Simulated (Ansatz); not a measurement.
System: SiH₂Cl, charge 0, doublet. SiH2Cl (SMILES [SiH2]Cl, doublet).
B3LYP-D3(BJ)/def2-TZVP minimum from Ansatz (a first-principles code):
```xyz
4

Si     0.8482    -0.5964     0.0451
Cl    -0.7918     0.6599    -0.0481
H      0.7777    -1.3629     1.3143
H      0.8078    -1.5048    -1.1282
```
Charge 0, spin multiplicity 2.

Total energies in cc-pV(D+d)Z, 13 correlated electrons, 10 frozen orbitals. Radicals and triplets start from unrestricted determinants; spin-orbit coupling is neglected. Correlated methods leave the cores frozen. No relativity.

| method | program | energy (Eh) | minus CCSDT(Q) (mEh) |
|---|---|---|---|
| HF | Ansatz | -749.61037 | 260.60 |
| MP2 | Ansatz | -749.83153 | 39.45 |
| CCSD | Ansatz | -749.86389 | 7.09 |
| CCSD(T) | Ansatz | -749.86970 | 1.28 |
| CCSDT(Q) | Ansatz | -749.87098 | 0.00 |

Rough core times of Ansatz's runs on a shared machine: CCSD(T) under 20 s, CCSDT(Q) 30 s.
